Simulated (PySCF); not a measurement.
# Correlation energy of Be (beryllium, neutral)

[He] 2s2, closed-shell 1S. Calculation: PySCF 2.14, in def2-TZVP (5s3p1d, 19 functions); no relativity, point nucleus. Frozen: 1s2; 2 electrons correlated.

Total MP2 correlation energy: -26.08 mhartree.

Same-spin part 0.00 and opposite-spin part -26.08 mhartree; SCS-MP2 scales them by 1/3 and 6/5 to -31.29 mhartree.

With two correlated electrons CCSD is exact within the correlated space (frozen core and kept virtual orbitals).

```csv
level,correlation energy (mhartree)
CCSD,-45.09
```

Diagnostics: T1 = 0.021, D1 = 0.0290, largest double amplitude 0.149.

Question: Is a single reference adequate?

Answer: Mostly. T1 lies below 0.03, but a double amplitude of this size points to a near-degeneracy that CCSD handles and MP2 describes poorly.
